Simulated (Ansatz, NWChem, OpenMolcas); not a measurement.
## How methods differ on RbI (SMILES [Rb][I])

The species is RbI (2 atoms), meant as a singlet with charge 0. As SMILES, `[Rb][I]`. Geometry: the measured bond length.

```xyz
2

Rb    0.0000    0.0000    0.0000
I     0.0000    0.0000    3.1769
```

Each level gives the vertical ionisation energy (to the doublet cation) (eV). The values are calculated.

```
                              level                    kind     program  value (eV)  CPU time (all runs)
   BP86/def2-TZVPP (core potential)                     GGA      NWChem           ?                 63 s
   BLYP/def2-TZVPP (core potential)                     GGA      NWChem           ?                 61 s
    PBE/def2-TZVPP (core potential)                     GGA  OpenMolcas        7.62                 39 s
 revPBE/def2-TZVPP (core potential)                     GGA      Ansatz        7.53                 32 s
 r2SCAN/def2-TZVPP (core potential)                meta-GGA      Ansatz        7.61                 79 s
   PBE0/def2-TZVPP (core potential)           global hybrid  OpenMolcas        7.60                 28 s
r2SCAN0/def2-TZVPP (core potential)         hybrid meta-GGA      Ansatz        7.60                 53 s
  HSE06/def2-TZVPP (core potential)  range-separated hybrid      Ansatz        7.60                 51 s
```

(1) Estimate what the levels marked ? give.

## Answers

(1) As computed at these levels: BP86/def2-TZVPP (core potential): 7.73 eV; BLYP/def2-TZVPP (core potential): 7.51 eV. Spin-orbit coupling, which can split open shells on such heavy atoms by tenths of an eV, is left out. The values span 7.51 to 7.73 eV. CPU times are rough (shared hosts, several kinds of processor): they show what a rung costs within a factor of a few.
